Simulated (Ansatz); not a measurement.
C10H19N2Sc, SMILES `C[N](C)[Sc]1234([N](C)C)[C@@H]5[C@H]1[C@H]2[C@@]3(C)[C@@H]54`, 32 atoms. Charge 0, multiplicity 1. Correlated methods include outer-core shells of Sc, which these sets cover unevenly. Scalar relativity is left out up to krypton. All runs use 11 threads of an AMD EPYC 7R13 on a shared host and a whole NVIDIA H100 80 GB. Correlated methods freeze the cores.

Task: Give the basis size and wall time and peak host memory of each of these runs in Ansatz. RKS LC-ωPBE/def2-TZVPP energy; RHF-CCSD(T)/def2-SVP energy; RKS ωB97M-V/def2-SVP energy; RKS r2SCAN0-D4/def2-TZVPP energy; RHF-MP2/def2-QZVPP energy; RKS B3LYP-D4/def2-TZVPP energy and forces; RKS ωB97M-V/def2-QZVPP energy; RHF-CCSD(T)/def2-TZVPP energy; RKS PBE0-D4/def2-QZVPP energy; RKS PBE0-D4/def2-SVP energy; direct RPA on PBE orbitals/def2-TZVPP energy; RKS PBE0-D4/def2-TZVP relaxation (20 steps). (Estimate.)

Result: Ansatz gave: Other jobs shared the machine, so times are rough.

| level | job | functions | wall time | peak host memory (GiB) |
| --- | --- | --- | --- | --- |
| RKS PBE0-D4/def2-SVP | energy | 294 | 2.1 s | 0.99 |
| RKS ωB97M-V/def2-SVP | energy | 294 | 3.7 s | 1.2 |
| RKS LC-ωPBE/def2-TZVPP | energy | 702 | 5.5 s | 1.4 |
| RKS r2SCAN0-D4/def2-TZVPP | energy | 702 | 5.5 s | 1.4 |
| RKS B3LYP-D4/def2-TZVPP | energy and forces | 702 | 6 s | 1.5 |
| RKS PBE0-D4/def2-QZVPP | energy | 1347 | 6.5 s | 2.1 |
| direct RPA on PBE orbitals/def2-TZVPP | energy | 702 | 8.5 s | 5.6 |
| RHF-CCSD(T)/def2-SVP | energy | 294 | 9.5 s | 0.92 |
| RKS ωB97M-V/def2-QZVPP | energy | 1347 | 11 s | 2.4 |
| RHF-MP2/def2-QZVPP | energy | 1347 | 22 s | 2.4 |
| RKS PBE0-D4/def2-TZVP | relaxation (20 steps) | 531 | 67 s | 1.5 |
| RHF-CCSD(T)/def2-TZVPP | energy | 702 | 5.7 min | 5.2 |

B3LYP here is the variant with VWN-RPA as its local correlation; programs differ in this. LC-ωPBE has ω = 0.4 bohr⁻¹.
